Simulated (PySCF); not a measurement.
# Pm(43+) (promethium, charge +43) across methods

[Ar], closed-shell 1S. All numbers are calculated (PySCF 2.14, scalar relativity by spin-free X2C-1e, in an even-tempered Gaussian basis (20 s from 8.8 bohr⁻², ratio 2.2; 14 p from 11 bohr⁻², ratio 2.2; 5 d from 50 bohr⁻², ratio 2.4; 4 f from 74 bohr⁻², ratio 2.4; 4 g from 110 bohr⁻², ratio 2.4)).

```
method  E (hartree)  mean ε 2p (eV)  mean ε 3s (eV)  mean ε 3p (eV)  Σ⟨r²⟩ (bohr²)   ⟨S²⟩
  PBE0     -8410.11         -9135.9         -3770.5         -3531.9         0.5902  0.000
   UHF  -8409.07573         -9246.6         -3823.6         -3566.8         0.5905  0.000
   LDA     -8402.29         -9095.6         -3748.5         -3518.0         0.5905  0.000
r2SCAN     -8410.41         -9117.5         -3761.7         -3524.1         0.5903  0.000
  BLYP     -8411.04         -9099.6         -3751.7         -3519.5         0.5900  0.000
   PBE     -8410.16         -9098.5         -3752.1         -3519.6         0.5901  0.000
```

(1) Estimate the same row for TPSS.

Spin-orbit coupling, which splits the p, d and f shells strongly at this Z, is absent.

Answers

(1) E (hartree) = -8410.69; mean ε 2p (eV) = -9101.5; mean ε 3s (eV) = -3755.5; mean ε 3p (eV) = -3520.7; Σ⟨r²⟩ (bohr²) = 0.5901; ⟨S²⟩ = 0.000.
